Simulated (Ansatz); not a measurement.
Born–Oppenheimer molecular dynamics of C$_{2}$H$_{8}$BFSi (13 atoms, charge 0, multiplicity 1). It starts from a relaxed structure.

Method: RKS PBE0-D4/STO-3G (Ansatz).

```
ensemble                      : NVE (velocity Verlet)
time step                     : 1 fs
steps asked                   : 400
starting velocities drawn for : 700 K
seed                          : 288502
```

First frame:

```xyz
13
Properties=species:S:1:pos:R:3
C -1.191 -0.315 1.101
B -0.018 -0.136 0.072
C 0.934 -1.351 -0.229
Si 0.272 1.589 -0.849
F -0.713 2.795 -0.295
H -2.087 -0.591 0.518
H -1.026 -1.125 1.822
H -1.451 0.602 1.643
H 0.446 -2.324 -0.090
H 1.407 -1.328 -1.217
H 1.751 -1.306 0.511
H 1.651 2.021 -0.697
H 0.045 1.433 -2.276
```

Question: What does the run give?

Answer: The run went to its last step.

```yaml
steps_done: 400
time_covered: 400 fs
mean_temperature_over_the_second_half: 361 K
spread_of_the_potential_energy_over_the_second_half: 6.2 meV per atom
mean_potential_energy_of_the_second_half_above_the_start: 38.2 meV per atom
```

The conserved energy stayed within 1.9 meV per atom of its start (net change 0.67 meV per atom), so the integration is sound. The temperature averaged 0.52 of the 700 K drawn at the start: a run that starts near a minimum puts about half its kinetic energy into the potential. A run of 0.4 ps of so small a system gives no equilibrium averages. Limits of this set-up: minimal basis.

Question: What happens to the structure?

Answer: The same pairs are bonded in the first frame and the last. Pairs count as bonded within 1.25 times the sum of covalent radii (0.12 Å more for H–H). Another seed would give other details.

Question: How do temperature and energy run in time?

Answer: 
| time (fs) | T (K) | potential energy less start (eV) | conserved less start (meV/atom) |
| --- | --- | --- | --- |
| 0.0 | 700 | 0.000 | 0.00 |
| 33.0 | 351 | 0.505 | 0.70 |
| 66.0 | 348 | 0.509 | 0.65 |
| 99.0 | 506 | 0.284 | 0.61 |
| 132.0 | 269 | 0.629 | 1.27 |
| 165.0 | 375 | 0.475 | 0.98 |
| 198.0 | 304 | 0.572 | 0.75 |
| 231.0 | 339 | 0.530 | 1.21 |
| 264.0 | 429 | 0.396 | 0.84 |
| 297.0 | 373 | 0.471 | 0.49 |
| 330.0 | 467 | 0.339 | 0.56 |
| 363.0 | 409 | 0.423 | 0.71 |
| 396.0 | 376 | 0.469 | 0.73 |

Time of the run: 8.3 min on 1 thread of Intel(R) Xeon(R) 6975P-C (Granite Rapids), with other jobs on the host, peak memory 0.13 GiB.
